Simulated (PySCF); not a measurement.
Planning a spin–spin coupling job on `C(=O)[C@@H](C(C)=C)CF`.

Method: PBE0/pcSseg-1 indirect spin-spin coupling, non-relativistic, gas phase (PySCF 2.14.0, density-fitted response routines). Geometry: GFN2-xTB. Work: spin–spin couplings from 16 perturbed nuclei, spin–dipole term for 1 of them, density fitting. The input is one job of a driver script: a line of settings, then coordinates in Å.

Command:
```bash
OMP_NUM_THREADS=1 python probes_run.py task.json out
```

Input:
```
{"job": {"kind": "j", "xc": "PBE0", "basis": "pcSseg-1", "scf": {"aux": "def2-qzvpp-jkfit"}}, "charge": 0, "multiplicity": 1}
C      1.484007     0.941820    -1.159239
C      0.751032     0.163719    -0.378314
C      1.314567    -0.990292     0.388614
C     -0.726955     0.441967    -0.174054
C     -0.808805     1.088984     1.193710
O     -0.914926     0.490982     2.225442
C     -1.579427    -0.824119    -0.246743
F     -2.891614    -0.477099    -0.453539
H      1.065843     1.772569    -1.701404
H      2.536989     0.766243    -1.296083
H      0.991684    -0.948573     1.427517
H      2.400388    -0.976550     0.355578
H      0.969497    -1.934431    -0.031309
H     -1.076968     1.147632    -0.931463
H     -0.693873     2.188050     1.169835
H     -1.541506    -1.382838     0.692914
H     -1.286929    -1.456035    -1.091372
```

Hardware: one thread, Arm Neoverse V2 (aarch64), shared host. PySCF's memory limit was set to 1200 MB.

Problem. How large is the basis?

Solution. 181 functions for 62 electrons, with 766 fitting functions; the fitted three-index integrals, 766 × 181 × 182/2 numbers of 8 bytes, come to 96 MiB.

Problem. What wall time should be expected on this hardware?

Solution. About 31 s. The SCF took 11 cycles.

Problem. Estimate the peak memory.

Solution. About 0.90 GiB. Peak memory is the resident size of the whole Python process, interpreter and libraries included.

Problem. At this speed, how long would 500 such jobs take on 96 cores, one job a core?

Solution. 500/96 gives 6 rounds of 31 s, about 3.1 min of wall time and 4.3 core-hours, if the jobs don't slow each other.

The SCF part of the output:
```
final grid: 138408 points
cycle   1  E = -408.4321857727  dE =  1.064e+00  |g| = 8.768e-01  |ddm| = 3.605e+00
cycle   2  E = -408.0371315353  dE =  3.951e-01  |g| = 1.692e+00  |ddm| = 2.077e+00
cycle   3  E = -408.5717516950  dE = -5.346e-01  |g| = 2.082e-01  |ddm| = 1.572e+00
cycle   4  E = -408.5802285232  dE = -8.477e-03  |g| = 7.063e-02  |ddm| = 2.118e-01
cycle   5  E = -408.5810208284  dE = -7.923e-04  |g| = 1.924e-02  |ddm| = 5.426e-02
cycle   6  E = -408.5810875677  dE = -6.674e-05  |g| = 5.164e-03  |ddm| = 1.872e-02
cycle   7  E = -408.5810924519  dE = -4.884e-06  |g| = 1.382e-03  |ddm| = 5.118e-03
cycle   8  E = -408.5810928036  dE = -3.517e-07  |g| = 6.151e-04  |ddm| = 1.575e-03
cycle   9  E = -408.5810928807  dE = -7.712e-08  |g| = 1.962e-04  |ddm| = 6.537e-04
cycle  10  E = -408.5810928900  dE = -9.317e-09  |g| = 3.393e-05  |ddm| = 1.822e-04
cycle  11  E = -408.5810928903  dE = -2.512e-10  |g| = 1.273e-05  |ddm| = 6.163e-05
converged SCF energy = -408.5810928903
```

The host was shared with other jobs, so the times are rough.
